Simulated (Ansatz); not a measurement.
System: InI$_{2}$, net charge 0, doublet state. It need not be the lowest isomer of its formula. SMILES: [I][In][I]
Structure (B3LYP-D3(BJ)/def2-TZVP (Ansatz, an electronic-structure program) minimum search):
```
In
I 1 2.7582
I 1 2.7582 2 122.69
```
Charge 0, spin multiplicity 2.

Wanted: vertical ionisation energy (to the singlet state of charge +1; each state is the SCF solution reached for its spin; for the singlet the Hartree-Fock reference is unstable and T1 is 0.019), in eV. Valence correlation only, unless marked. Open shells are spin-unrestricted. No spin-orbit coupling. The frozen core is the preceding noble-gas configuration, with the filled d and f shells of earlier blocks. Past Kr the def2 sets carry scalar-relativistic core potentials. Basis-set limits of correlation are two-point, X^-3; Hartree-Fock from the larger set. The bracket is a focal-point correction in the basis named.

```csv
level,program,vertical ionisation energy (eV)
SVWN5/def2-TZVPD,Ansatz,8.40
PBE/def2-TZVPD,Ansatz,8.18
r2SCAN/def2-TZVPD,Ansatz,(withheld)
PBE0/def2-TZVPD,Ansatz,8.36
CAM-B3LYP/def2-TZVPD,Ansatz,8.50
wB97X-V/def2-TZVPD,Ansatz,8.43
"RI-MP2/CBS(def2-TZVPPD,def2-QZVPPD)+[CCSD(T)-MP2]/def2-TZVPPD",Ansatz,(withheld)
```

Some entries are withheld; supply them.


- r2SCAN/def2-TZVPD, vertical ionisation energy (eV): 8.41
- RI-MP2/CBS(def2-TZVPPD,def2-QZVPPD)+[CCSD(T)-MP2]/def2-TZVPPD, vertical ionisation energy (eV): 8.14
